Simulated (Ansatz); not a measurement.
Reaction (SMILES): CNB(O)O → [CH2]NB(O)O + H atom (the C-H bond at the site shown breaks; other sites are not compared here)
Structures are relaxed separately at B3LYP-D3(BJ)/def2-TZVP in Ansatz (a quantum-chemistry and plane-wave program), one conformer each, not searched for the lowest. Frequencies are from Ansatz.

Property: bond dissociation energy (0 K, with B3LYP-D3(BJ) harmonic zero-point energies), in kcal/mol. Cores are frozen in the correlated levels unless marked. Open shells are spin-unrestricted. Spin-orbit coupling is left out. Non-relativistic. Basis-set limits of correlation are two-point, X^-3; Hartree-Fock from the larger set.

CCSD(T)/CBS(cc-pVTZ,cc-pVQZ) (Ansatz) gives 88.1 kcal/mol.

Q: Another calculation gave 92.1 kcal/mol. Which level was it?
A. SVWN5/def2-TZVPD (Ansatz)
B. revPBE/def2-TZVPD (Ansatz)
C. BHLYP/def2-TZVPD (Ansatz)

A: A, SVWN5/def2-TZVPD (Ansatz). The others give 84.1 (BHLYP), 80.6 (revPBE) kcal/mol.
